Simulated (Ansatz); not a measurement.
CH7AlOSn (`[CH3][AlH][SnH2][OH]`). The species carries charge 0 and has multiplicity 1. Sn: def2 effective core potential. Geometry: relaxed with PBE0-D4/def2-TZVP. It is one conformer, not always the lowest.

```xyz
11

C    -1.783   -1.237    0.065
Al   -0.040   -1.087   -0.788
Sn    1.539    0.958   -0.136
O     0.425    1.926    1.198
H    -1.960   -0.437    0.785
H    -1.877   -2.197    0.583
H    -2.580   -1.209   -0.686
H     0.467   -2.148   -1.859
H     1.925    2.108   -1.359
H     3.031    0.612    0.652
H     0.855    2.711    1.545
```

What is the dipole moment at PBE/def2-TZVPP? (An estimate is asked.)

Ansatz gave: 0.97 D, with components (-0.18, -0.81, -0.50) D in this frame, pointing from negative to positive charge.

And with r2SCAN, B3LYP, ωB97M-V? (Estimate.)

Ansatz gave: r2SCAN 1.02 D, B3LYP 1.10 D, ωB97M-V 1.15 D.

Give the Mulliken charges with PBE, ωB97M-V, B3LYP in def2-TZVPP. (An estimate is asked.)

The calculation gave: 
```json
{"atom": "C1", "PBE": "-0.42", "ωB97M-V": "-0.50", "B3LYP": "-0.43"}
{"atom": "Al2", "PBE": "0.38", "ωB97M-V": "0.46", "B3LYP": "0.42"}
{"atom": "Sn3", "PBE": "0.46", "ωB97M-V": "0.43", "B3LYP": "0.55"}
{"atom": "O4", "PBE": "-0.53", "ωB97M-V": "-0.56", "B3LYP": "-0.57"}
{"atom": "H5", "PBE": "0.13", "ωB97M-V": "0.13", "B3LYP": "0.13"}
{"atom": "H6", "PBE": "0.10", "ωB97M-V": "0.11", "B3LYP": "0.09"}
{"atom": "H7", "PBE": "0.10", "ωB97M-V": "0.11", "B3LYP": "0.09"}
{"atom": "H8", "PBE": "-0.11", "ωB97M-V": "-0.11", "B3LYP": "-0.13"}
{"atom": "H9", "PBE": "-0.14", "ωB97M-V": "-0.12", "B3LYP": "-0.16"}
{"atom": "H10", "PBE": "-0.14", "ωB97M-V": "-0.12", "B3LYP": "-0.16"}
{"atom": "H11", "PBE": "0.17", "ωB97M-V": "0.16", "B3LYP": "0.17"}
```

B3LYP here is the variant with VWN-RPA as its local correlation; programs differ in this.
